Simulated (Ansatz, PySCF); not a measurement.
C₆H₅I, SMILES C#C/C=C(\I)C=C. Atoms are numbered in the order given.

```xyz
12

C     -0.4562     3.4234     0.0000
C     -0.9780     2.3262     0.0000
C     -1.6341     1.0762     0.0000
C     -1.0613    -0.1524     0.0000
I      1.0341    -0.3224     0.0000
C     -1.8652    -1.3632     0.0000
C     -1.4397    -2.6328     0.0000
H      0.0217     4.3856     0.0000
H     -2.7315     1.1021     0.0000
H     -2.9444    -1.1661     0.0000
H     -0.3751    -2.8814     0.0000
H     -2.1552    -3.4576     0.0000
```
Charge 0, spin multiplicity 1.

The structure is a stationary point at PBE0-D3(BJ)/def2-SVP. The structure was generated by enumeration; whether it is a known compound was not checked. The def2 effective core potentials stand for the cores of I; spin–orbit coupling is left out. The values are those of a single conformer.

Two levels are set side by side: PBE-D3(BJ)/def2-SVP (Ansatz, an electronic-structure program) and PBE0-D3(BJ)/def2-SVP (Ansatz). Each level has its own optimised geometry; the coordinates shown are those of the second. Frequencies come from the Hessian of PySCF at each geometry. Differences are taken from unrounded values.

```json
[
 {"quantity": "mean bond length (Å)", "PBE0-D3(BJ)": "1.303", "PBE-D3(BJ)": "1.312", "PBE-D3(BJ) minus PBE0-D3(BJ)": "0.009"},
 {"quantity": "bond C1–C2 (Å)", "PBE0-D3(BJ)": "1.215", "PBE-D3(BJ)": "1.228", "PBE-D3(BJ) minus PBE0-D3(BJ)": "0.013"},
 {"quantity": "bond C2–C3 (Å)", "PBE0-D3(BJ)": "1.412", "PBE-D3(BJ)": "1.410", "PBE-D3(BJ) minus PBE0-D3(BJ)": "-0.001"},
 {"quantity": "bond C3–C4 (Å)", "PBE0-D3(BJ)": "1.356", "PBE-D3(BJ)": "1.371", "PBE-D3(BJ) minus PBE0-D3(BJ)": "0.016"},
 {"quantity": "bond C4–I5 (Å)", "PBE0-D3(BJ)": "2.102", "PBE-D3(BJ)": "2.124", "PBE-D3(BJ) minus PBE0-D3(BJ)": "0.022"},
 {"quantity": "bond C4–C6 (Å)", "PBE0-D3(BJ)": "1.453", "PBE-D3(BJ)": "1.453", "PBE-D3(BJ) minus PBE0-D3(BJ)": "0.000"},
 {"quantity": "bond C6–C7 (Å)", "PBE0-D3(BJ)": "1.339", "PBE-D3(BJ)": "1.352", "PBE-D3(BJ) minus PBE0-D3(BJ)": "0.013"},
 {"quantity": "bond C1–H8 (Å)", "PBE0-D3(BJ)": "1.074", "PBE-D3(BJ)": "1.081", "PBE-D3(BJ) minus PBE0-D3(BJ)": "0.007"},
 {"quantity": "bond C3–H9 (Å)", "PBE0-D3(BJ)": "1.098", "PBE-D3(BJ)": "1.107", "PBE-D3(BJ) minus PBE0-D3(BJ)": "0.009"},
 {"quantity": "bond C6–H10 (Å)", "PBE0-D3(BJ)": "1.097", "PBE-D3(BJ)": "1.106", "PBE-D3(BJ) minus PBE0-D3(BJ)": "0.009"},
 {"quantity": "bond C7–H11 (Å)", "PBE0-D3(BJ)": "1.093", "PBE-D3(BJ)": "1.101", "PBE-D3(BJ) minus PBE0-D3(BJ)": "0.008"},
 {"quantity": "bond C7–H12 (Å)", "PBE0-D3(BJ)": "1.092", "PBE-D3(BJ)": "1.100", "PBE-D3(BJ) minus PBE0-D3(BJ)": "0.008"},
 {"quantity": "highest harmonic wavenumber (cm⁻¹)", "PBE0-D3(BJ)": "3489", "PBE-D3(BJ)": "3407", "PBE-D3(BJ) minus PBE0-D3(BJ)": "-82"},
 {"quantity": "mean harmonic wavenumber (cm⁻¹)", "PBE0-D3(BJ)": "1242", "PBE-D3(BJ)": "1197", "PBE-D3(BJ) minus PBE0-D3(BJ)": "-46"},
 {"quantity": "zero-point energy (kcal/mol)", "PBE0-D3(BJ)": "53.28", "PBE-D3(BJ)": "51.31", "PBE-D3(BJ) minus PBE0-D3(BJ)": "-1.97"}
]
```

GGA bonds tend to be longer and softer than those of functionals with exact exchange. Differences between two approximate levels are no errors against the true value.
